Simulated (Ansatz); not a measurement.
`[OH][Al]([OH])[SeH]` and `[CH3][Al]([OH])[SeH]` differ in one atom or group.

Ansatz, PBE0-D4/def2-TZVP geometries, multiplicity 1. Each molecule was computed in one conformer, which needn't be the lowest.

Scalar relativity is left out up to krypton.

```
                                      property  `[OH][Al]([OH])[SeH]`
size of the dipole moment (PBE/def2-TZVPP) / D                   1.29
            LUMO energy (PBE0/def2-TZVPP) / eV                  -0.62
          HOMO–LUMO gap (PBE0/def2-TZVPP) / eV                   6.77
             HOMO energy (PBE/def2-TZVPP) / eV                  -6.21
             LUMO energy (PBE/def2-TZVPP) / eV                  -1.45
           HOMO energy (B3LYP/def2-TZVPP) / eV                  -7.13
```

Question: What does the change do to each property? (Best estimate.)

Answer: Computed: 
| property | `[CH3][Al]([OH])[SeH]` | shift |
| --- | --- | --- |
| size of the dipole moment (PBE/def2-TZVPP) / D | 0.65 | -0.64 |
| LUMO energy (PBE0/def2-TZVPP) / eV | -0.23 | 0.39 |
| HOMO–LUMO gap (PBE0/def2-TZVPP) / eV | 6.96 | 0.19 |
| HOMO energy (PBE/def2-TZVPP) / eV | -6.05 | 0.16 |
| LUMO energy (PBE/def2-TZVPP) / eV | -1.03 | 0.42 |
| HOMO energy (B3LYP/def2-TZVPP) / eV | -6.94 | 0.19 |

With PBE0 the HOMO rises by 0.20 eV and the LUMO rises by 0.39 eV, so the gap widens by about 0.19 eV. PBE moves the HOMO by 0.16 eV and ωB97M-V by 0.19 eV. Dipoles are sizes alone; their direction can turn.

B3LYP here is the variant with VWN-RPA as its local correlation; programs differ in this.

Spin–orbit coupling is left out; it splits and shifts lone-pair levels of the heavy atoms by tenths of an eV.
